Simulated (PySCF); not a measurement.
Species: C₄H₉ClO₂SSi.
Cartesian coordinates in Å at the PBE0-D3(BJ)/def2-SVP level; atoms count from 1:
```
atom  x, y, z in Å
C1    -2.4730   -1.3062    0.3932
C2    -1.5493   -0.3785    0.6503
C3    -0.3154   -0.1401   -0.1698
Si4   -0.4902    1.5606   -1.0518
C5     0.9054   -0.3090    0.7350
S6     2.4285   -0.0744   -0.1754
O7     2.4911   -1.0263   -1.2634
O8     2.6574    1.3410   -0.3888
Cl9    3.7984   -0.7004    1.2813
H10   -2.3787   -1.9879   -0.4583
H11   -3.3614   -1.4095    1.0207
H12   -1.6864    0.2836    1.5159
H13   -0.2608   -0.8992   -0.9688
H14   -1.8615    1.5914   -1.6383
H15   -0.3581    2.6476   -0.0362
H16    0.5188    1.7177   -2.1352
H17    0.9444    0.4257    1.5534
H18    0.9666   -1.3248    1.1531
```

Level: PBE0/pcSseg-1 in PySCF, non-relativistic, on one gas-phase PBE0-D3(BJ)/def2-SVP geometry that isn't relaxed in the solvent. The solvent is an IEF-PCM continuum (Bondi radii, 1.10 Å for H, scaled by 1.2). Only the electrostatic response of the medium enters.

```
run  E − E(gas) (kcal/mol)  HOMO (eV)  HOMO–LUMO gap (eV)  dipole (D)
gas                   0.00      -7.92                5.94        4.02
  P                  -5.18      -7.62                5.64        4.76
  Q                  -2.85      -7.74                5.76        4.43
```

Q: The runs were made in chloroform and cyclohexane. Which run belongs to which solvent?

A: P = chloroform, Q = cyclohexane. The dielectric constants are 2.017 (cyclohexane), 4.711 (chloroform), and the energy falls further as ε rises. In this model the ground state sees the solvent through ε alone.

Q: How constant is the ratio of the lowering to (ε − 1)/(2ε + 1)?

A: 
```json
{"solvent": "cyclohexane", "(ε − 1)/(2ε + 1)": "0.202", "E − E(gas) (kcal/mol)": "-2.85", "ratio (kcal/mol)": "-14.1", "polarisation term (kcal/mol)": "-3.01"}
{"solvent": "chloroform", "(ε − 1)/(2ε + 1)": "0.356", "E − E(gas) (kcal/mol)": "-5.18", "ratio (kcal/mol)": "-14.6", "polarisation term (kcal/mol)": "-5.75"}
```

The ratio changes by +3.2 % in size from cyclohexane to chloroform. The polarisation term is half the interaction of the solute with the induced surface charges.
